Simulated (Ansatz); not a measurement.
Consider the hydrogenolysis of a C–B bond: `FB(F)C1CC1` + H₂ → `C1CC1` + `FBF`.

Gas-phase electronic energies from Ansatz, PBE0-D4/def2-TZVP geometries. CBS: MP2 limit from def2 TZ/QZ plus the TZ coupled-cluster correction, frozen cores. This one scheme is used for every species. Functionals use def2-TZVPP. One conformer a species, not always the lowest.

`FB(F)C1CC1`:

Z-matrix (Å, degrees):
```
C
C 1 1.520
B 1 1.532 2 118.6
C 1 1.520 2 58.1 3 107.5
H 1 1.084 2 115.7 3 -147.0
H 2 1.083 1 117.4 3 1.2
H 2 1.082 1 116.3 3 142.9
F 3 1.323 1 122.6 2 -146.8
F 3 1.327 1 121.3 2 33.3
H 4 1.083 1 117.4 2 -108.7
H 4 1.082 1 116.3 2 109.6
```

H₂:

Z-matrix (Å, degrees):
```
H
H 1 0.746
```

`C1CC1`:

Z-matrix (Å, degrees):
```
C
C 1 1.497
C 1 1.497 2 60.0
H 1 1.083 2 118.0 3 107.9
H 1 1.083 2 118.0 3 -107.9
H 2 1.083 1 118.0 3 -107.9
H 2 1.083 1 118.0 3 107.9
H 3 1.083 1 118.0 2 107.9
H 3 1.083 1 118.0 2 -107.9
```

`FBF`:

Z-matrix (Å, degrees):
```
B
F 1 1.313
F 1 1.313 2 118.1
H 1 1.191 2 121.0 3 180.0
```

```json
{"level": "ωB97X-V", "ΔE (kJ/mol)": "5.2"}
{"level": "RPA@PBE/def2-TZVPP", "ΔE (kJ/mol)": "2.9"}
{"level": "HF/def2-SVP", "ΔE (kJ/mol)": "-14.6"}
{"level": "SCS-MP2/def2-QZVPP", "ΔE (kJ/mol)": "3.3"}
```

(1) What does CCSD(T)/CBS give? (Estimate.)

(2) What do rigid-rotor, harmonic-oscillator terms from PBE0-D4/def2-TZVP frequencies (298.15 K, 1 bar) make of the CCSD(T)/CBS value? (Estimate.)

Largest T1 diagnostic among the species: 0.013.

Answers

(1) The calculation gave: +7.1 kJ/mol. The listed levels differ from it by -1.9, -4.2, -21.7, -3.8 kJ/mol.

(2) Ansatz gave: ΔZPE = +18.9 kJ/mol, ΔH = +21.1 kJ/mol, ΔS = 25 J/(mol·K), ΔG = +13.7 kJ/mol.

At CCSD(T), def2-SVP lies −3.9 kJ/mol from the extrapolated value and def2-TZVPP −1.8 kJ/mol. From r2SCAN to r2SCAN0 (25 % exact exchange), in def2-TZVPP and without D4, ΔE moves by −3.7 kJ/mol.
